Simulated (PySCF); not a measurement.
Si(OSiH3)(H)(F)(Me) (CH7FOSi2), SMILES F[SiH](O[SiH3])C.

The structure is a stationary point at PBE0-D3(BJ)/def2-SVP. The values are those of a single conformer.

Level of theory: PBE/def2-TZVP (PySCF).

Isolated molecule, no solvent.

Computed frontier levels, gap, dipole moment and polarisability:
```yaml
highest_occupied_level: -7.27 eV
lowest_empty_level: -0.77 eV
orbital_gap: 6.51 eV
dipole_moment: 1.59 D
quadrupole, principal values (traceless, Buckingham form, about the centre of nuclear charge): -4.95, -0.14, 5.09 D·Å
mean_static_polarisability: 66.2 bohr³ (9.81 Å³)
polarisability_principal_values: 59.4, 64.7, 74.4 bohr³
```
